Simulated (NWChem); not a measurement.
System: AlAsH3F; SMILES [F][AlH][AsH2]

The following NWChem deck was run.

```
start job
memory heap 200 mb stack 900 mb global 1100 mb
geometry units angstroms noautoz
  Al    -0.468543    -1.275981     0.021639
  As     0.270681     1.008118     0.328463
  H      0.056627     1.278486    -1.158943
  H      1.719323     0.575850     0.124911
  F      0.349487    -2.469128     0.855159
  H     -1.710503    -1.747812    -0.838451
end
basis spherical
  * library aug-pcseg-1
end
dft
  xc hfexch
  iterations 150
  mulliken
end
task dft energy
```

Geometry: optimised at PBE0/def2-SVP.

**Question.** What results follow from this input? (Hartree-Fock/aug-pcseg-1.) Quantities: basis functions; energy (Ha); highest occupied level (eV); orbital gap (eV); dipole (D).

**Answer.** The number of basis functions is 113. The energy (Ha) comes out as -2577.06. The highest occupied level (eV) comes out as -9.88 and the orbital gap (eV) comes out as 10.50. The dipole (D) comes out as 1.48.
